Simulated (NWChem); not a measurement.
# BCl₂ cation

```xyz
3

Cl    -1.6173    -0.0229     0.0201
B      0.0000     0.0000     0.0000
Cl     1.6173     0.0229    -0.0201
```
Atoms are numbered in this order, from 1.

All runs use the structure optimised with PBE0/def2-SVP.

### Question
List the 4 lowest vertical singlet excitations from CAM-B3LYP/def2-SVPD, full TDDFT (NWChem).

### Answer
| state | energy (eV) | oscillator strength | leading excitation (squared amplitude) |
|---|---|---|---|
| S1 | 6.79 | 0.000 | HOMO−1 → LUMO (0.43) |
| S2 | 6.96 | 0.000 | HOMO−1 → LUMO+1 (0.44) |
| S3 | 6.96 | 0.000 | HOMO−1 → LUMO (0.44) |
| S4 | 8.13 | 0.000 | HOMO−3 → LUMO+1 (0.43) |
